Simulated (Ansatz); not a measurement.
Species: chloro(trimethyl)silane, C3H9ClSi, charge 0, multiplicity 1. 
Geometry from a B3LYP-D3(BJ)/def2-TZVP (Ansatz, a quantum-chemistry and plane-wave program) optimisation:
```xyz
14

Si    -0.0511     0.1244    -0.3069
Cl     0.2680    -0.6522     1.6091
C     -1.7444    -0.4328    -0.8596
C      1.2876    -0.5566    -1.4147
C      0.0483     1.9836    -0.1788
H     -2.5174    -0.0672    -0.1816
H     -1.8077    -1.5218    -0.8893
H     -1.9624    -0.0520    -1.8609
H      1.2502    -1.6467    -1.4491
H      2.2767    -0.2630    -1.0593
H      1.1666    -0.1798    -2.4338
H     -0.1124     2.4418    -1.1583
H     -0.7094     2.3699     0.5050
H      1.0268     2.2990     0.1872
```
Charge 0, spin multiplicity 1.

Computed values are from Ansatz. Valence correlation only, unless marked. Open shells are spin-unrestricted. No spin-orbit coupling. No relativistic terms. CBS marks a two-point X^-3 extrapolation of the correlation energy; Hartree-Fock from the larger set.

| Quantity | Value |
|---|---|
| atomisation energy De | 1259.5 kcal/mol at CCSD(T)/CBS(cc-pV(T+d)Z,cc-pV(Q+d)Z) |
| total energy | -868.5218 Eh at CCSD(T)/CBS(cc-pV(T+d)Z,cc-pV(Q+d)Z) |
| dipole moment | 2.23 D at CCSD(T)/aug-cc-pV(D+d)Z |
| T1 diagnostic | 0.009 at CCSD/cc-pV(Q+d)Z |
| measured enthalpy of formation, 298 K | -84.3 kcal/mol (CRC Handbook, as tabulated in the package chemicals; older table, unchecked) |
